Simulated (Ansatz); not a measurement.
Calculated with Ansatz (gas phase, PBE0-D4/def2-TZVP geometries, no zero-point term in ΔE). CCSD(T)/CBS is the MP2 limit (def2-TZVPP, def2-QZVPP) plus CCSD(T) − MP2 in def2-TZVPP, frozen cores. This one scheme is used for every species. Functionals use def2-TZVPP. B3LYP here is the variant with VWN-RPA as its local correlation; programs differ in this. def2 core potentials past Kr. For Ga, Te outer-core shells are correlated without core-valence functions, which leaves a few kJ/mol of doubt a bond. Scalar relativity is left out up to krypton.

`[CH3][Ga]([CH3])[C]#N` + H₂Te → `[CH3][Ga]([CH3])[TeH]` + `C#N`  (ligand exchange at a Ga–C bond)

CCSD(T)/CBS gives -66.0 kJ/mol.

(1) Another level gave -53.1 kJ/mol. Which?
A. B3LYP/def2-TZVPP
B. LC-ωPBE/def2-TZVPP
C. MP2/def2-TZVPP
D. revPBE/def2-TZVPP

Largest T1 diagnostic among the species: 0.014.

Results:

(1) B. LC-ωPBE -53.1, MP2/def2-TZVPP -65.8, revPBE -61.5, B3LYP -57.4 kJ/mol.

At CCSD(T), def2-SVP lies +4.5 kJ/mol from the extrapolated value and def2-TZVPP +8.0 kJ/mol. The D4 term adds −5.7 kJ/mol with B3LYP and −3.2 kJ/mol with PBE0; it sums over pairs of atoms, weighted by their polarisabilities, and B3LYP, whose exchange is more repulsive, gets the larger term. Leaving LDA and LC-ωPBE aside and taking each functional with its dispersion term where it has one, the values, not all of them listed here, spread over 13.7 kJ/mol, from PBE-D4 to B97M-V.
